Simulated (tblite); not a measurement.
Species: C₆H₈NO₂P.
Geometry (GFN2-xTB, Å), atoms numbered from 1 in this order:
```xyz
18
C6H8NO2P angstrom
C     -2.2238   -1.0070   -0.8104
P     -1.5138    0.6075   -0.3287
O     -1.8459    1.7425   -1.1959
O     -2.0810    0.8146    1.1722
C      0.2642    0.3203   -0.0891
C      0.7540   -0.4406    0.9632
C      2.1232   -0.6161    1.0685
C      2.9357   -0.0294    0.1074
N      2.4735    0.6974   -0.8960
C      1.1679    0.8696   -0.9888
H     -1.7792   -1.3119   -1.7539
H     -2.0365   -1.7587   -0.0508
H     -3.2946   -0.8733   -0.9455
H     -2.3991    1.7171    1.2383
H      0.0730   -0.8690    1.6847
H      2.5518   -1.1927    1.8738
H      4.0116   -0.1414    0.1421
H      0.8103    1.4771   -1.8094
```

All values are computed: GFN2-xTB (tblite) harmonic vibrations without scaling, gas phase. The method is semi-empirical: single wavenumbers can be off by several per cent or more. One conformer, not necessarily the lowest.

Harmonic wavenumbers (cm⁻¹): 29.9, 90.8, 115.8, 148.3, 196.7, 217.8, 264.2, 280.2, 335.5, 343.1, 364.9, 440.6, 473.4, 597.2, 687.1, 694.6, 747.1, 776.9, 785.5, 843.4, 847.1, 898.4, 907.9, 920.9, 929.1, 1002.6, 1087.8, 1130.2, 1148.2, 1190.0, 1250.6, 1265.6, 1281.2, 1313.5, 1390.8, 1421.7, 1429.9, 1434.5, 1566.2, 1570.4, 3018.3, 3029.5, 3046.1, 3059.9, 3067.3, 3071.7, 3092.3, 3576.3.

A = 2437, B = 786.9, C = 703.5 MHz; mass 157.029 u (most abundant isotopes); point group C1, symmetry number 1.

Q: Zero-point energy?

A: Half the sum of the wavenumbers: 28690 cm⁻¹ = 343.21 kJ/mol.

Q: Give the ideal-gas entropy at 298.15 K and 1 bar in the rigid-rotor, harmonic-oscillator model (classical rotation).

A: Translation 171.92, rotation 124.92, vibration 129.34: S = 426.2 J/(mol K).

Q: And Cp and H(298.15 K) − H(0)?

A: Cp = 170.35 J/(mol K), of which vibrations give 137.09 (their classical limit is 48 R = 399.1); H(298.15 K) − H(0) = 30.40 kJ/mol without the zero-point energy, 20.49 from vibrations.

Q: How do the functions run with temperature in this model?

A: 
```json
{"T (K)": "50", "S (J/(mol K))": "252.0", "Cp (J/(mol K))": "53.7", "H − H(0) (kJ/mol)": "2.10", "G − H(0) (kJ/mol)": "-10.49", "ln q(vib)": "0.68"}
{"T (K)": "100", "S (J/(mol K))": "297.4", "Cp (J/(mol K))": "80.2", "H − H(0) (kJ/mol)": "5.46", "G − H(0) (kJ/mol)": "-24.28", "ln q(vib)": "1.87"}
{"T (K)": "373.15", "S (J/(mol K))": "467.9", "Cp (J/(mol K))": "201.8", "H − H(0) (kJ/mol)": "44.38", "G − H(0) (kJ/mol)": "-130.20", "ln q(vib)": "9.37"}
{"T (K)": "500", "S (J/(mol K))": "533.3", "Cp (J/(mol K))": "245.7", "H − H(0) (kJ/mol)": "72.89", "G − H(0) (kJ/mol)": "-193.77", "ln q(vib)": "12.84"}
{"T (K)": "750", "S (J/(mol K))": "644.8", "Cp (J/(mol K))": "303.1", "H − H(0) (kJ/mol)": "142.14", "G − H(0) (kJ/mol)": "-341.49", "ln q(vib)": "19.37"}
{"T (K)": "1000", "S (J/(mol K))": "737.3", "Cp (J/(mol K))": "338.5", "H − H(0) (kJ/mol)": "222.66", "G − H(0) (kJ/mol)": "-514.59", "ln q(vib)": "25.35"}
```

q(vib) and H(0) count from the zero-point level.

Q: Which modes carry the vibrational entropy at 298.15 K?

A: 29.9 cm⁻¹: 24.42; 90.8 cm⁻¹: 15.24; 115.8 cm⁻¹: 13.26; 148.3 cm⁻¹: 11.27; 196.7 cm⁻¹: 9.05; 217.8 cm⁻¹: 8.27 J/(mol K); the other 42 give 47.82 together.

Q: What must be added to the electronic energy to get the Gibbs energy at 298.15 K and 1 bar?

A: ZPE + [H(298.15 K) − H(0)] − T·S = 343.21 + 30.40 − 127.06 = 246.55 kJ/mol.

Q: Blend soft modes into free rotors: weight 1/[1 + (100 cm⁻¹/ν̃)⁴] for the oscillator and the rest for a rotor with moment μB/(μ + B), μ = h/(8π²ν), B = 10⁻⁴⁴ kg m². What vibrational entropy results?

A: 119.48 J/(mol K) in place of 129.34, which changes −T·S at 298.15 K by +2.94 kJ/mol.

Hindered rotation and anharmonicity are outside this model. Other conformers, if any are populated, would add a mixing term that is left out. The structure is chiral; the term R ln 2 for an equal mix with its mirror image is left out.
